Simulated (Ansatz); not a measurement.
Ansatz (a first-principles code) input (B3LYP-D3(BJ)/def2-TZVP):

Ansatz 0.2 input:
```yaml
crystal:
  periodic: [false, false, false]
  atoms:
    - {symbol: Si, position_ang: [-0.30076911, -0.30484813, -0.66463428]}
    - {symbol: C, position_ang: [-0.86934210, 1.48821671, -0.91778811]}
    - {symbol: C, position_ang: [-1.13985715, -1.06155604, 0.86250556]}
    - {symbol: O, position_ang: [1.31533622, -0.31432240, -0.47278542]}
    - {symbol: Si, position_ang: [2.74247998, -0.24283845, 0.29673675]}
    - {symbol: H, position_ang: [-0.50006022, -1.12886659, -1.86059771]}
    - {symbol: H, position_ang: [-1.92793601, 1.53267338, -1.15393139]}
    - {symbol: H, position_ang: [-0.32959533, 1.95636879, -1.73551063]}
    - {symbol: H, position_ang: [-0.70481069, 2.09260466, -0.02936617]}
    - {symbol: H, position_ang: [-0.77049855, -2.06514395, 1.05306690]}
    - {symbol: H, position_ang: [-0.95453765, -0.47067666, 1.75625736]}
    - {symbol: H, position_ang: [-2.21542668, -1.12787539, 0.73036036]}
    - {symbol: H, position_ang: [2.84674321, -1.39738319, 1.17899146]}
    - {symbol: H, position_ang: [2.85277760, 1.05151693, 0.95748414]}
basis:
  gaussian:
    orbitals: def2-TZVP
hamiltonian:
  xc: b3lyp
  dispersion: d3bj
magnetization: {spin_polarized: true, initial_magnetization: 1}
relax: {f_tol: 0.002, max_steps: 150}
```

End of the output:

```
Atom 0 at    -0.276840    -0.159323    -0.614553 Å, force    -0.000203     0.000517    -0.001610 eV/Å
Atom 1 at    -1.053503     1.510160    -0.898699 Å, force     0.000064     0.000467     0.000795 eV/Å
Atom 2 at    -1.069191    -1.062870     0.814350 Å, force     0.000465     0.000095    -0.000024 eV/Å
Atom 3 at     1.328954     0.077678    -0.301501 Å, force    -0.000096    -0.000835     0.001043 eV/Å
Atom 4 at     2.713520    -0.553541     0.299523 Å, force     0.000058     0.000049    -0.000197 eV/Å
Atom 5 at    -0.384211    -0.984499    -1.844474 Å, force     0.000296    -0.000795     0.000340 eV/Å
Atom 6 at    -2.111237     1.407238    -1.152959 Å, force     0.000007    -0.000166     0.000117 eV/Å
Atom 7 at    -0.559301     2.035932    -1.717744 Å, force     0.000037    -0.000301     0.000163 eV/Å
Atom 8 at    -0.979571     2.132008    -0.003804 Å, force    -0.000216     0.000448    -0.000028 eV/Å
Atom 9 at    -0.598926    -2.034644     0.978797 Å, force    -0.000092     0.000162    -0.000034 eV/Å
Atom 10 at    -0.983144    -0.486589     1.738413 Å, force    -0.000031    -0.000074    -0.000054 eV/Å
Atom 11 at    -2.131065    -1.234746     0.622155 Å, force    -0.000053     0.000105    -0.000148 eV/Å
Atom 12 at     2.452789    -1.192080     1.623780 Å, force     0.000322     0.000908    -0.000706 eV/Å
Atom 13 at     3.696228     0.553145     0.457505 Å, force    -0.000557    -0.000581     0.000343 eV/Å
Dipole moment:    -0.220669     0.016713     0.068471 e Å
```

It need not be the lowest isomer of its formula.
